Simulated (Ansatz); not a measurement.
Start from `O[SiH]1[SiH2][SiH2]1` and change one atom or group to get `OC[SiH]1[SiH2][SiH2]1`.

Ansatz, PBE0-D4/def2-TZVP geometries, multiplicity 1. Each molecule was computed in one conformer, which needn't be the lowest.

```json
{"property": "LUMO energy (B3LYP/def2-TZVPP) / eV", "`O[SiH]1[SiH2][SiH2]1`": "-1.43"}
{"property": "LUMO energy (ωB97M-V/def2-TZVPP) / eV", "`O[SiH]1[SiH2][SiH2]1`": "0.54"}
{"property": "LUMO energy (PBE0/def2-TZVPP) / eV", "`O[SiH]1[SiH2][SiH2]1`": "-1.33"}
{"property": "HOMO–LUMO gap (B3LYP/def2-TZVPP) / eV", "`O[SiH]1[SiH2][SiH2]1`": "5.14"}
{"property": "HOMO energy (PBE/def2-TZVPP) / eV", "`O[SiH]1[SiH2][SiH2]1`": "-5.77"}
{"property": "HOMO energy (PBE0/def2-TZVPP) / eV", "`O[SiH]1[SiH2][SiH2]1`": "-6.77"}
```

Question: What does the change do to each property? (Estimate.)

Answer: Ansatz gave: 
| property | `OC[SiH]1[SiH2][SiH2]1` | shift |
| --- | --- | --- |
| LUMO energy (B3LYP/def2-TZVPP) / eV | -1.14 | 0.29 |
| LUMO energy (ωB97M-V/def2-TZVPP) / eV | 0.81 | 0.27 |
| LUMO energy (PBE0/def2-TZVPP) / eV | -1.06 | 0.27 |
| HOMO–LUMO gap (B3LYP/def2-TZVPP) / eV | 5.38 | 0.24 |
| HOMO energy (PBE/def2-TZVPP) / eV | -5.76 | 0.01 |
| HOMO energy (PBE0/def2-TZVPP) / eV | -6.73 | 0.04 |

The zero-point energy changes by 74.0 kJ/mol with +9 modes.

B3LYP here is the variant with VWN-RPA as its local correlation; programs differ in this.
